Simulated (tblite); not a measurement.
Species: C4H5F3S (charge -1 and doublet state).
SMILES with atom numbers: `[CH2-:1][C:2]([S:3][CH3:4])[C:5]([F:6])([F:7])[F:8]` (hydrogens: H9, H10 on C1; H11, H12, H13 on C4)

Structure used (GFN2-xTB), in Å, numbered top down from 1:
```
atom  x, y, z in Å
C1    -1.2852    0.6418   -1.1573
C2    -0.5474    0.1277   -0.0887
S3     0.4990    1.1375    0.9165
C4     2.1381    0.5842    0.1819
C5    -1.0645   -1.0548    0.5849
F6    -2.2598   -0.9213    1.3183
F7    -1.3883   -2.0612   -0.2838
F8    -0.2334   -1.6343    1.4803
H9    -2.2177    0.1971   -1.4601
H10   -0.9532    1.5298   -1.6611
H11    2.1249    0.7872   -0.8849
H12    2.2569   -0.4802    0.3633
H13    2.9262    1.1470    0.6729
```

Method: GFN2-xTB as coded in tblite; computed harmonic values from a numerical Hessian at the method's own geometry, unscaled. Against measured fundamentals such values can be off by several per cent, at times by over 20. One conformer, not necessarily the lowest. Open shells enter through the occupations alone, without spin polarisation, and single modes of such species can be off by tens of per cent.

Harmonic wavenumbers (cm⁻¹): 34.0, 57.9, 110.3, 151.1, 177.1, 212.4, 274.3, 302.6, 357.5, 376.7, 420.3, 464.4, 483.8, 526.2, 584.6, 640.0, 710.0, 825.9, 860.0, 873.2, 960.7, 1052.6, 1167.8, 1261.4, 1332.4, 1453.6, 1464.6, 1469.9, 3008.5, 3016.6, 3029.8, 3074.8, 3131.3.

A = 2615, B = 1230, C = 1107 MHz; mass 142.006 u (most abundant isotopes); point group C1, symmetry number 1; spin multiplicity 2.

Task: Zero-point energy?

Result: Half the sum of the wavenumbers: 16933 cm⁻¹ = 202.56 kJ/mol.

Task: Give the ideal-gas entropy at 350 K and 1 bar in the rigid-rotor, harmonic-oscillator model (classical rotation).

Result: Translation 174.00, rotation 122.88, vibration 148.38, spin (R ln 2) 5.76: S = 451.0 J/(mol K).

Task: And Cp and H(350 K) − H(0)?

Result: Cp = 169.88 J/(mol K), of which vibrations give 136.63 (their classical limit is 33 R = 274.4); H(350 K) − H(0) = 37.96 kJ/mol without the zero-point energy, 26.32 from vibrations.

Task: How do the functions run with temperature in this model?

Result: 
```csv
T (K),S (J/(mol K)),Cp (J/(mol K)),H − H(0) (kJ/mol),G − H(0) (kJ/mol),ln q(vib)
150,337.2,102.6,10.14,-40.44,3.41
250,398.9,140.6,22.38,-77.34,6.15
298.15,424.9,155.6,29.52,-97.18,7.44
400,474.5,181.9,46.76,-143.04,10.08
600,555.4,216.5,86.90,-246.34,14.82
900,649.5,246.6,156.80,-427.72,20.98
```

q(vib) and H(0) count from the zero-point level.

Task: Which modes carry the vibrational entropy at 350 K?

Result: 34.0 cm⁻¹: 24.68; 57.9 cm⁻¹: 20.27; 110.3 cm⁻¹: 14.96; 151.1 cm⁻¹: 12.41; 177.1 cm⁻¹: 11.13; 212.4 cm⁻¹: 9.70 J/(mol K); the other 27 give 55.23 together.

Task: What must be added to the electronic energy to get the Gibbs energy at 350 K and 1 bar?

Result: ZPE + [H(350 K) − H(0)] − T·S = 202.56 + 37.96 − 157.86 = 82.66 kJ/mol.

Task: Blend soft modes into free rotors: weight 1/[1 + (100 cm⁻¹/ν̃)⁴] for the oscillator and the rest for a rotor with moment μB/(μ + B), μ = h/(8π²ν), B = 10⁻⁴⁴ kg m². What vibrational entropy results?

Result: 134.67 J/(mol K) in place of 148.38, which changes −T·S at 350 K by +4.80 kJ/mol.

Hindered rotation and anharmonicity are outside this model. Other conformers, if any are populated, would add a mixing term that is left out. The structure is chiral; the term R ln 2 for an equal mix with its mirror image is left out.
